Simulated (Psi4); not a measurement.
ethylene glycol (C$_{2}$H$_{6}$O$_{2}$), singlet, at a GFN2-xTB geometry; QCISD(T)/def2-SVP (Psi4).

Here is a job for Psi4.
```
memory 2 GB

molecule {
0 1
  O     1.38480944   -0.51703396    0.01925038
  C     0.63593471    0.66257732   -0.20411086
  C    -0.80962484    0.23953553   -0.46911940
  O    -1.37689539   -0.38967378    0.64803598
  H     2.30086070   -0.28391734    0.19614369
  H     0.67004895    1.31206457    0.68083693
  H     1.02225299    1.21537918   -1.07037932
  H    -1.42241621    1.11769774   -0.68142625
  H    -0.82464553   -0.43123556   -1.33973580
  H    -0.76727251   -1.08900366    0.91565150
}

set basis def2-svp
set freeze_core true

energy('qcisd(t)')
print_variables()
```

Output, abridged:

```
   => Loading Basis Set <=

    Name: DEF2-SVP
    Role: ORBITAL
    Keyword: BASIS

         ---------------------------------------------------------
                                   SCF
               by Justin Turney, Rob Parrish, Andy Simmonett
                          and Daniel G. A. Smith
                              RHF Reference
         ---------------------------------------------------------

  ==> Geometry <==

    Molecular point group: c1
    Full point group: C1

    Geometry (in Angstrom), charge = 0, multiplicity = 1:

       Center              X                  Y                   Z               Mass
    ------------   -----------------  -----------------  -----------------  -----------------
         O            1.400464818328    -0.487664801793    -0.001468812550    15.994914619570
         C            0.651590088328     0.691946478207    -0.224830052550    12.000000000000
         C           -0.793969461672     0.268904688207    -0.489838592550    12.000000000000
         O           -1.361240011672    -0.360304621793     0.627316787450    15.994914619570
         H            2.316516078328    -0.254548181793     0.175424497450     1.007825032230
         H            0.685704328328     1.341433728207     0.660117737450     1.007825032230
         H            1.037908368328     1.244748338207    -1.091098512550     1.007825032230
         H           -1.406760831672     1.147066898207    -0.702145442550     1.007825032230
         H           -0.808990151672    -0.401866401793    -1.360454992550     1.007825032230
         H           -0.751617131672    -1.059634501793     0.894932307450     1.007825032230

  Running in c1 symmetry.

  Rotational constants: A =      0.53023  B =      0.18289  C =      0.15311 [cm^-1]
  Rotational constants: A =  15896.01080  B =   5482.93810  C =   4590.11952 [MHz]
  Nuclear repulsion =  133.379703517538076

  Charge       = 0
  Multiplicity = 1
  Electrons    = 34
  Nalpha       = 17
  Nbeta        = 17

  ==> Algorithm <==

  SCF Algorithm Type is PK.
  DIIS enabled.
  MOM disabled.
  Fractional occupation disabled.
  Guess Type is SAD.
  Energy threshold   = 1.00e-08
  Density threshold  = 1.00e-08
  Integral threshold = 1.00e-12

  ==> Primary Basis <==

  Basis Set: DEF2-SVP
    Blend: DEF2-SVP
    Number of shells: 42
    Number of basis functions: 86
    Number of Cartesian functions: 90
    Spherical Harmonics?: true
    Max angular momentum: 2

  ==> Integral Setup <==

  Using in-core PK algorithm.
   Calculation information:
      Number of atoms:                  10
      Number of AO shells:              42
      Number of primitives:             78
      Number of atomic orbitals:        90
      Number of basis functions:        86

      Integral cutoff                 1.00e-12
      Number of threads:                 1

  Performing in-core PK
  Using 13998822 doubles for integral storage.
  We computed 396887 shell quartets total.
  Whereas there are 408156 unique shell quartets.

  ==> DiskJK: Disk-Based J/K Matrices <==

    J tasked:                  Yes
    K tasked:                  Yes
    wK tasked:                  No
    Schwarz Cutoff:          1E-12

  Minimum eigenvalue in the overlap matrix is 3.3721603424E-03.
  Reciprocal condition number of the overlap matrix is 5.8451037899E-04.
    Using symmetric orthogonalization.

  ==> Pre-Iterations <==

  SCF Guess: Superposition of Atomic Densities via on-the-fly atomic UHF (no occupation information).

   -------------------------
    Irrep   Nso     Nmo
   -------------------------
     A         86      86
   -------------------------
    Total      86      86
   -------------------------

  ==> Iterations <==

                        Total Energy        Delta E     RMS |[F,P]|

   @RHF iter SAD:  -228.01101010780377   -2.28011e+02   0.00000e+00
   @RHF iter   1:  -228.64244845683243   -6.31438e-01   5.63588e-03 ADIIS/DIIS
[...]
  @RHF Final Energy:  -228.76152949772131
    Total Energy =                       -228.7615294977213125
[...]
      0   0 1   -0.6931292341   -0.6931292341    0.0173117967        1
      1   1 1   -0.6950970638   -0.0019678298    0.0075480652        1
      2   2 1   -0.6965227544   -0.0014256906    0.0031180940        1
      3   3 1   -0.6968531642   -0.0003304098    0.0014184924        1
      4   4 1   -0.6968050370    0.0000481273    0.0003001689        1
      5   5 1   -0.6967967324    0.0000083046    0.0001359604        2
      6   6 1   -0.6968004629   -0.0000037305    0.0000401114        1
      7   7 1   -0.6968005680   -0.0000001050    0.0000135860        1
      8   8 1   -0.6968002607    0.0000003073    0.0000049184        1
      9   8 2   -0.6968002648   -0.0000000041    0.0000018367        1
     10   8 3   -0.6968002128    0.0000000520    0.0000008821        2
     11   8 4   -0.6968002459   -0.0000000331    0.0000003698        1
     12   8 5   -0.6968002495   -0.0000000036    0.0000001219        1
     13   8 6   -0.6968002474    0.0000000021    0.0000000482        1

  QCISD iterations converged!

        T1 diagnostic:                         0.009017431522
        D1 diagnostic:                         0.021594912372

        OS MP2 correlation energy:            -0.495234884568
        SS MP2 correlation energy:            -0.161914281513
        MP2 correlation energy:               -0.657149166081
      * MP2 total energy:                   -229.418678663802

        OS MP2.5 correlation energy:          -0.515553079466
        SS MP2.5 correlation energy:          -0.156488371909
        MP2.5 correlation energy:             -0.672041451375
      * MP2.5 total energy:                 -229.433570949096

        OS MP3 correlation energy:            -0.535871274364
        SS MP3 correlation energy:            -0.151062462306
        MP3 correlation energy:               -0.686933736670
      * MP3 total energy:                   -229.448463234391

        OS MP4(SDQ) correlation energy:       -0.546956408989
        SS MP4(SDQ) correlation energy:       -0.142403102940
        MP4(SDQ) correlation energy:          -0.695511716987
      * MP4(SDQ) total energy:              -229.457041214709

        OS QCISD correlation energy:          -0.550145318879
        SS QCISD correlation energy:          -0.146654928531
        QCISD correlation energy:             -0.696800247410
      * QCISD total energy:                 -229.458329745131

  Total time for QCISD iterations:      13.87 s (user)
                                         2.53 s (system)
                                           16 s (total)

  Time per iteration:                    0.99 s (user)
                                         0.18 s (system)
                                         1.23 s (total)

        ==> Resort (ov|vv) integrals for low-memory (T) computation <==

        *******************************************************
        *                                                     *
        *                     QCISD(T)                        *
        *                                                     *
        *******************************************************

        Using low-memory algorithm.

        num_threads:                      1
        memory requirements:       13.52 mb

        Number of abc combinations: 57155

        Computing (T) correction...

        % complete  total time
              10.0
              20.0
              30.0
              40.0
              50.0
              60.0
              70.0
              80.0
              90.0

        (T) energy                             -0.015923486336

        QCISD(T) correlation energy            -0.712723733746
      * QCISD(T) total energy                -229.474253231467

  Variable Map:
  ----------------------------------------------------------------------------
[...]
  Array Variable Map:
  ----------------------------------------------------------------------------
[...]
[...]
```
